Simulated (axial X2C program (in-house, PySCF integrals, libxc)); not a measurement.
## Spin–orbit effects along a row: molecules with F (ions), PBE0

Calculated with an in-house relativistic program for diatomic molecules, spin-free (one-electron X2C) or two-component (2c: spin–orbit coupling with atomic mean-field Coulomb and Gaunt terms, which also bring small scalar terms), in Dyall basis sets with cores contracted in-house; open shells are unrestricted.

Basis sets: As dyall-acv3z, Br dyall-acv3z, Ca dyall-acv3z, Cr dyall-acv3z, F dyall-av3z, Ge dyall-acv3z, Mn dyall-acv3z, Se dyall-acv3z, Ti dyall-acv3z.

```
molecule   spin-free state  Re (Å)  ωe (cm⁻¹)  De (eV)  2c state  Re 2c (Å)  ωe 2c (cm⁻¹)  De 2c (eV)
    CaF⁻    M_S = 0, Λ = 0   1.992      520.2     3.31     Ω = 0      1.992         520.2        3.31
    TiF⁻    M_S = 1, Λ = 0   1.816      627.7     3.71     Ω = 1      1.816         627.7         n/a
    CrF⁻    M_S = 2, Λ = 0   1.827      578.9     2.29     Ω = 2      1.828         578.5        2.29
    MnF⁻  M_S = 5/2, Λ = 0   1.888      506.7     4.17   Ω = 5/2      1.889         506.6        4.16
    GeF⁻    M_S = 1, Λ = 0   1.841      510.8     3.08     Ω = 1      1.841         510.4         n/a
    AsF⁻  M_S = 1/2, Λ = 1   1.833      541.3     1.80   Ω = 3/2      1.835         537.5        1.86
    SeF⁻    M_S = 0, Λ = 0   1.842      556.6     2.47     Ω = 0      1.844         551.8        2.42
    BrF⁻  M_S = 1/2, Λ = 0   2.286      279.3     1.66   Ω = 1/2      2.289         277.3        1.67
```

Fragments in 2c: Ca + F-, Ti + F-, Cr + F-, Mn + F-, Ge + F-, As + F-, Se + F-, Br- + F. Each entry is the lowest single determinant of a limited PBE0 search at one distance. De goes to single-determinant-based atoms at the same level (for ions the charge split of lowest energy) and is withheld (n/a) where an atom does not fit its ground term or J level. Main or longest-lived isotopes. One determinant is a doubtful description, or other states lie close, for TiF⁻, CrF⁻, MnF⁻, GeF⁻; these need not be ground states, and all values refer to the states named. Some open-shell Ω = 0 determinants are out of reach, so the Ω given for TiF⁻, CrF⁻, GeF⁻ need not be the lowest component. With several unpaired electrons the Ω given is that of one determinant, not necessarily of the lowest component. Some light 2c atoms are not at their ground J level, so De misses part of their lowering (0.04 eV or less). The functionals have no current term, which raises determinants with orbital currents.
